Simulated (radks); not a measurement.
Results of a calculation; reference values are marked as such.
Correlation energies from several functionals, in hartree. Species: Mn [Ar] 3d5 4s2; Yb [Xe] 4f14 6s2; Os69+ [He] 2s2 2p3; Ag [Kr] 4d10 5s1. Level of theory: non-relativistic Kohn-Sham, exchange-only PBE, spin-polarised, spherical densities, point nucleus (a radial shooting solver on a logarithmic mesh with Libxc functionals). Every spin shell is full or empty, so the densities are truly spherical. Functionals are evaluated on that one density, not self-consistently.

[
 {"functional": "PW92", "Mn": "-2.0501", "Yb": "-7.1069", "Os69+": "-0.92469", "Ag": "-4.4384"},
 {"functional": "PBEsol", "Mn": "-1.2024", "Yb": "-4.6324", "Os69+": "-0.28675", "Ag": "-2.7970"},
 {"functional": "LYP", "Mn": "-1.0832", "Yb": "-3.7344", "Os69+": "-0.29554", "Ag": "-2.3630"},
 {"functional": "P86", "Mn": "-1.1893", "Yb": "-4.6506", "Os69+": "-0.62571", "Ag": "-2.7987"},
 {"functional": "AM05", "Mn": "-1.8774", "Yb": "-6.6736", "Os69+": "-0.82974", "Ag": "-4.1298"},
 {"functional": "OP (B88)", "Mn": "-1.0349", "Yb": "-3.6453", "Os69+": "-0.30045", "Ag": "-2.2922"},
 {"functional": "TPSS", "Mn": "-1.0442", "Yb": "-4.1247", "Os69+": "-0.23624", "Ag": "-2.4703"},
 {"functional": "SCAN", "Mn": "-1.0566", "Yb": "-4.1951", "Os69+": "-0.24233", "Ag": "-2.4737"},
 {"functional": "r2SCAN", "Mn": "-1.0646", "Yb": "-4.2137", "Os69+": "-0.24495", "Ag": "-2.4877"},
 {"functional": "B95", "Mn": "-1.2315", "Yb": "-5.1126", "Os69+": "-0.43580", "Ag": "-2.9923"},
 {"functional": "Tao-Mo", "Mn": "-0.98006", "Yb": "-4.0253", "Os69+": "-0.20433", "Ag": "-2.3831"}
]
